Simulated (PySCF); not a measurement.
# Bond lengths and vibrations by method: AlF2H2N

Calculated results; nothing here was measured. The program is PySCF 2.14.0, an open-source quantum chemistry code, run on an isolated molecule that a program drew, which may never have been made. The molecule is AlF2H2N (charge 0, singlet), drawn as the SMILES string `[NH2][Al]([F])[F]`.

The geometry was optimised and harmonic frequencies were computed with HF and MP2, all in the cc-pV(D+d)Z basis, for the commonest isotopes, with a restricted reference for singlets and an unrestricted one otherwise, and a frozen core in MP2. Each result is a local minimum of its method.

Geometry at the HF minimum:
```xyz
6
AlF2H2N, angstrom
N     2.6141   -1.9661   -1.6100
Al    1.7898   -3.1299   -0.6164
F     2.0779   -3.2155    0.9991
F     0.7011   -4.1745   -1.2672
H     3.2862   -1.3023   -1.2757
H     2.4829   -1.8631   -2.5981
```

Lengths of the bonds as drawn, in Å (atoms numbered as above):
```
  bond     HF    MP2
N1-Al2  1.738  1.752
Al2-F3  1.643  1.666
Al2-F4  1.643  1.666
 N1-H5  1.002  1.015
 N1-H6  1.002  1.015
```

Rotational constants, in GHz:
| constant | HF | MP2 |
|---|---|---|
| A | 6.572 | 6.349 |
| B | 6.317 | 6.236 |
| C | 3.221 | 3.146 |

Harmonic frequencies in cm^-1, each column in rising order, so a row needn't be the same motion in every method:
```
rank    HF   MP2
   1   213   205
   2   258   246
   3   304   281
   4   391   331
   5   432   388
   6   701   669
   7   713   671
   8   958   926
   9   965   931
  10  1667  1545
  11  3789     ?
  12  3875  3729
```

**Estimate the missing MP2 frequency from the HF column.**

A single factor s that minimises the squared misfit of MP2 against s times HF over the other rows is sum(HF x MP2) / sum(HF^2) = 0.9557, with an rms misfit of 23 cm^-1. For rank 11 it gives 0.9557 x 3789 = 3621 cm^-1. The calculation gives 3628 cm^-1, 7 cm^-1 above the estimate. The drawn bonds are on average 1.2 % longer in MP2 than in HF.
